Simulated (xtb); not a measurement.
xtb job for OY, SMILES [O]=[Y] (connectivity only; charge and spin as stated), neutral, multiplicity 2, GFN2-xTB. 

```
$ xtb mol.xyz --gfn 2 --sp --chrg 0 --uhf 1 --json
$ cat mol.xyz
2

Y      0.00000000     0.00000000    -0.32092392
O      0.00000000     0.00000000     1.56450412
```

It prints:

```
[banner left out]
          |                Calculation Setup                |
           -------------------------------------------------



           -------------------------------------------------
          |                 G F N 2 - x T B                 |
           -------------------------------------------------

        Reference                      10.1021/acs.jctc.8b01176
      * Hamiltonian:
        H0-scaling (s, p, d)           1.850000    2.230000    2.230000
        zeta-weighting                 0.500000
      * Dispersion:
        s8                             2.700000
        a1                             0.520000
        a2                             5.000000
        s9                             5.000000
      * Repulsion:
        kExp                           1.500000    1.000000
        rExp                           1.000000
      * Coulomb:
        alpha                          2.000000
        third order                    shell-resolved
        anisotropic                    true
        a3                             3.000000
        a5                             4.000000
        cn-shift                       1.200000
        cn-exp                         4.000000
        max-rad                        5.000000


          ...................................................
          :                      SETUP                      :
          :.................................................:
          :  # basis functions                  14          :
          :  # atomic orbitals                  13          :
          :  # shells                            5          :
          :  # electrons                         9          :
          :  max. iterations                   250          :
          :  Hamiltonian                  GFN2-xTB          :
          :  restarted?                      false          :
          :  GBSA solvation                  false          :
          :  PC potential                    false          :
          :  electronic temp.          300.0000000     K    :
          :  accuracy                    1.0000000          :
          :  -> integral cutoff          0.2500000E+02      :
          :  -> integral neglect         0.1000000E-07      :
          :  -> SCF convergence          0.1000000E-05 Eh   :
          :  -> wf. convergence          0.1000000E-03 e    :
          :  Broyden damping             0.4000000          :
          :  net charge                          0          :
          :  unpaired electrons                  1          :
          ...................................................

 iter      E             dE          RMSdq      gap      omega  full diag
   1      2.8181541  0.281815E+01  0.517E+01    0.00       0.0  T
   2     -3.9512400 -0.676939E+01  0.277E+01    0.00       1.0  T
   3     -4.4426771 -0.491437E+00  0.224E+01    1.31       1.0  T
   4     -4.6136265 -0.170949E+00  0.198E+01    2.09       1.0  T
   5     -4.6045125  0.911393E-02  0.199E+01    2.07       1.0  T
   6     -5.0146033 -0.410091E+00  0.116E+01    2.14       1.0  T
   7     -5.1468197 -0.132216E+00  0.713E+00    1.76       1.0  T
   8      0.5256619  0.567248E+01  0.539E+01    0.00       1.0  T
   9     -0.6469285 -0.117259E+01  0.432E+01    0.01       1.0  T
  10     -0.5714599  0.754685E-01  0.434E+01    0.02       1.0  T
  11      0.4784133  0.104987E+01  0.533E+01    0.00       1.0  T
  12      0.6716511  0.193238E+00  0.555E+01    0.00       1.0  T
  13      0.1103791 -0.561272E+00  0.494E+01    0.02       1.0  T
  14     -0.8471490 -0.957528E+00  0.403E+01    0.00       1.0  T
  15     -1.1645663 -0.317417E+00  0.392E+01    0.03       1.0  T
  16     -2.1884072 -0.102384E+01  0.368E+01    0.10       1.0  T
  17     -5.2176425 -0.302924E+01  0.116E+01    1.34       1.0  T
  18     -5.2015436  0.160989E-01  0.130E+01    0.78       1.0  T
  19     -5.2217992 -0.202556E-01  0.138E+01    1.03       1.0  T
  20     -5.2046696  0.171296E-01  0.992E+00    0.78       1.0  T
  21     -5.2140341 -0.936450E-02  0.855E+00    0.87       1.0  T
  22     -5.2222606 -0.822651E-02  0.548E+00    1.16       1.0  T
  23     -5.2225829 -0.322259E-03  0.455E+00    1.15       1.0  T
  24     -5.2196934  0.288948E-02  0.462E+00    1.27       1.0  T
  25     -5.2169292  0.276416E-02  0.466E+00    1.34       1.0  T
  26     -5.2143879  0.254138E-02  0.470E+00    1.39       1.0  T
  27     -5.2131948  0.119305E-02  0.461E+00    1.41       1.0  T
  28     -5.2126886  0.506161E-03  0.442E+00    1.41       1.0  T
  29     -5.2126071  0.815705E-04  0.428E+00    1.41       1.0  T
  30     -5.2125918  0.153208E-04  0.426E+00    1.41       1.0  T
  31     -5.2131039 -0.512154E-03  0.432E+00    1.41       1.0  T
  32     -5.2167620 -0.365806E-02  0.392E+00    1.35       1.0  T
  33     -5.2208987 -0.413677E-02  0.260E+00    1.25       1.0  T
  34     -5.2222352 -0.133644E-02  0.151E+00    1.19       1.0  T
  35     -5.2226463 -0.411131E-03  0.783E-01    1.16       1.0  T
  36     -5.2227612 -0.114916E-03  0.369E-01    1.14       1.0  T
  37     -5.2227879 -0.267192E-04  0.159E-01    1.13       1.0  T
  38     -5.2227932 -0.520924E-05  0.627E-02    1.13       1.1  T
  39     -5.2227940 -0.861732E-06  0.223E-02    1.12       3.2  T
  40     -5.2227941 -0.124586E-06  0.437E-03    1.12      16.2  T
  41     -5.2227941 -0.562354E-08  0.209E-04    1.12     338.5  T
  42     -5.2227941  0.124345E-12  0.106E-04    1.12     669.2  T

   *** convergence criteria satisfied after 42 iterations ***

         #    Occupation            Energy/Eh            Energy/eV
      -------------------------------------------------------------
         1        2.0000           -0.6543598             -17.8060
         2        2.0000           -0.4837243             -13.1628
         3        2.0000           -0.3967541             -10.7962
         4        2.0000           -0.3967541             -10.7962
         5        1.0000           -0.3496621              -9.5148 (HOMO)
         6                         -0.3083861              -8.3916 (LUMO)
         7                         -0.3083861              -8.3916
         8                         -0.3021721              -8.2225
         9                         -0.3021721              -8.2225
        10                         -0.2662458              -7.2449
       ...                                ...                  ...
        13                          0.2659093               7.2358
      -------------------------------------------------------------
                  HL-Gap            0.0412760 Eh            1.1232 eV
             Fermi-level           -0.3511164 Eh           -9.5544 eV

 SCC (total)                   0 d,  0 h,  0 min,  0.005 sec
 SCC setup                      ...        0 min,  0.000 sec (  2.828%)
 Dispersion                     ...        0 min,  0.000 sec (  0.574%)
 classical contributions        ...        0 min,  0.000 sec (  0.700%)
 integral evaluation            ...        0 min,  0.000 sec (  8.149%)
 iterations                     ...        0 min,  0.004 sec ( 79.705%)
 molecular gradient             ...        0 min,  0.000 sec (  6.342%)
 printout                       ...        0 min,  0.000 sec (  1.420%)

         :::::::::::::::::::::::::::::::::::::::::::::::::::::
         ::                     SUMMARY                     ::
         :::::::::::::::::::::::::::::::::::::::::::::::::::::
         :: total energy              -5.215921723508 Eh    ::
         :: gradient norm              0.000000463961 Eh/a0 ::
         :: HOMO-LUMO gap              1.123176513621 eV    ::
         ::.................................................::
         :: SCC energy                -5.222794146204 Eh    ::
         :: -> isotropic ES            0.024366867761 Eh    ::
         :: -> anisotropic ES          0.007687064735 Eh    ::
         :: -> anisotropic XC         -0.001499935705 Eh    ::
         :: -> dispersion             -0.000903572672 Eh    ::
         :: repulsion energy           0.006872422695 Eh    ::
         :: add. restraining           0.000000000000 Eh    ::
         :: total charge              -0.000000000348 e     ::
         :::::::::::::::::::::::::::::::::::::::::::::::::::::

           -------------------------------------------------
          |                Property Printout                |
           -------------------------------------------------

    * Orbital Energies and Occupations

         #    Occupation            Energy/Eh            Energy/eV
      -------------------------------------------------------------
         1        2.0000           -0.6543598             -17.8060
         2        2.0000           -0.4837243             -13.1628
         3        2.0000           -0.3967541             -10.7962
         4        2.0000           -0.3967541             -10.7962
         5        1.0000           -0.3496621              -9.5148 (HOMO)
         6                         -0.3083861              -8.3916 (LUMO)
         7                         -0.3083861              -8.3916
         8                         -0.3021721              -8.2225
         9                         -0.3021721              -8.2225
        10                         -0.2662458              -7.2449
        11                         -0.0104500              -0.2844
        12                         -0.0104500              -0.2844
        13                          0.2659093               7.2358
      -------------------------------------------------------------
                  HL-Gap            0.0412760 Eh            1.1232 eV
             Fermi-level           -0.3511164 Eh           -9.5544 eV

     #   Z          covCN         q      C6AA      α(0)
     1  39 Y        0.689     0.501  2102.982   145.971
     2   8 O        0.689    -0.501    23.886     6.548

 Mol. C6AA /au·bohr⁶  :       2465.689047
 Mol. C8AA /au·bohr⁸  :     422460.354422
 Mol. α(0) /au        :        152.519306


Wiberg/Mayer (AO) data.
largest (>0.10) Wiberg bond orders for each atom

 ---------------------------------------------------------------------------
     #   Z sym  total        # sym  WBO       # sym  WBO       # sym  WBO
 ---------------------------------------------------------------------------
     1  39 Y    1.599 --     2 O    1.599
     2   8 O    1.599 --     1 Y    1.599
 ---------------------------------------------------------------------------

Topologies differ in total number of bonds
Writing topology from bond orders to xtbtopo.mol

molecular dipole:
                 x           y           z       tot (Debye)
 q only:        0.000       0.000      -1.785
   full:       -0.000      -0.000      -2.199       5.588
molecular quadrupole (traceless):
                xx          xy          yy          xz          yz          zz
 q only:        2.097       0.000       2.097       0.000       0.000      -4.194
  q+dip:        2.335       0.000       2.335       0.000       0.000      -4.669
   full:        3.312      -0.000       3.312       0.000       0.000      -6.624


           -------------------------------------------------
          | TOTAL ENERGY               -5.215921723508 Eh   |
          | GRADIENT NORM               0.000000463961 Eh/α |
          | HOMO-LUMO GAP               1.123176513621 eV   |
           -------------------------------------------------

------------------------------------------------------------------------
------------------------------------------------------------------------
 total:
 SCF:
Note: The following floating-point exceptions are signalling: IEEE_UNDERFLOW_FLAG IEEE_DENORMAL
normal termination of xtb
```

The calculation finished and met its thresholds.
